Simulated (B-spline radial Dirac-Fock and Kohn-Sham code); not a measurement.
# Binding energies of Pt⁵⁴⁺ at several levels of theory

System: platinum as Pt⁵⁴⁺, configuration [Ar] 3d6.

The density-functional columns are spherical, spin-unpolarised Dirac-Kohn-Sham results without Breit or QED terms: −ε is minus the orbital energy of the initial state and ΔSCF the difference of two total energies. The reference in the last column comes from ΔSCF Dirac-Fock with Breit, self-energy and vacuum polarisation, finite nucleus, configuration average. All numbers are from a radial B-spline solver, in eV; a selection of levels is shown. The Kohn-Sham columns are given as differences from the reference. For the 1s level of heavy atoms much of the gap between ΔSCF and the reference is the Breit and QED part, -417.6 eV here; for other levels the error of the functional can be larger.

| level | LDA −ε − DF | LDA ΔSCF − DF | Dirac-Fock |
| --- | --- | --- | --- |
| K | -235.5 | +407.6 | 81902.7 |
| L1 | -194.6 | -42.6 | 17301.4 |
| L2 | -142.7 | +43.3 | 16711.5 |
| L3 | -158.7 | +4.0 | 14984.7 |
| M1 | -98.4 | -34.3 | 6388.0 |
| M2 | -72.2 | -4.2 | 6137.2 |
| M3 | -73.8 | -10.6 | 5716.6 |
| M4,5 | -68.1 | +4.0 | 5306.7 |

Values without a named source are computed, but for edge energies of neutral atoms, which are taken from tables.
